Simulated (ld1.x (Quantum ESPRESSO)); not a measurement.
What one change does to a pseudopotential (Te, TM)

Te, norm-conserving Troullier–Martins (Kleinman–Bylander form), made with ld1.x (Quantum ESPRESSO) 7.5 (PBEsol, scalar-relativistic). Core [Kr] 4d10, reference 5s2 5p4. Waves: 5s (bound): rc 1.50 bohr; 5p (bound): rc 2.25 bohr. Local part: all-electron potential smoothed inside 1.65 bohr (lloc = -1). Core correction: a·sin(br)/r model core inside 0.85 bohr.

All-electron outer shells of the reference configuration (PBEsol, scalar-relativistic, ld1.x):

```tsv
shell	level (eV)	outermost node (bohr)	outermost maximum (bohr)
4p	-114.23	0.38	0.74
4d	-41.59	0.36	0.81
5s	-15.15	0.91	1.80
5p	-5.97	1.00	2.17
```

Change: wave 5p (bound): rc 2.25 bohr becomes 5p (bound): rc 2.52 bohr.

Cutoffs: the cutoffs (Ry, on a coarse ladder) from which the occupation-weighted sum of valence levels, in a spherical-Bessel basis at the reference potential, stays within 10 and 1 mRy of its value at 400 Ry; they do not see the model core or the augmentation charge, which bear on the density cutoff. Errors are all-electron minus pseudo energies relative to the spin-unpolarised reference configuration.

**Question.** What does the change do?

**Answer.** The potential gets neither clearly harder nor softer (50 Ry and 110 Ry → 50 Ry and 110 Ry); both files keep a bound ghost (d, s); of the 7 tests that both files solve, the error grows in 0 and shrinks in 2 by more than 15 % and 0.3 meV (median size 17.4 → 17.3 meV).

```csv
quantity,base,changed
"cutoff, loose",50 Ry,50 Ry
"cutoff, tight",110 Ry,110 Ry
loose cutoff by channel (10 mRy a level),"s 35 Ry, p 10 Ry","s 35 Ry, p 6 Ry"
bound ghosts,"s, d","s, d"
"error for 5s2 5p3, meV [ΔE 9.75 eV]",-2.0,-1.7
"error for 5s2 5p2, meV [ΔE 27.72 eV]",-17,-17
"error for 5s2 5p1, meV [ΔE 54.68 eV]",-90,-98
"error for 5s1 5p4, meV [ΔE 19.63 eV]",-13,-5.6
"error for 5s0 5p6, meV [ΔE 18.77 eV]",-43,-24
"error for 5s2 5p0, meV [ΔE 91.20 eV]",-331,-377
"error for 5s2 5p3.5, meV [ΔE 3.91 eV]",-0.7,-0.6
```

 A true bound ghost makes a file unfit for plane-wave use even where its test errors are small: the radial tests pick states by their node count and pass the ghost by.
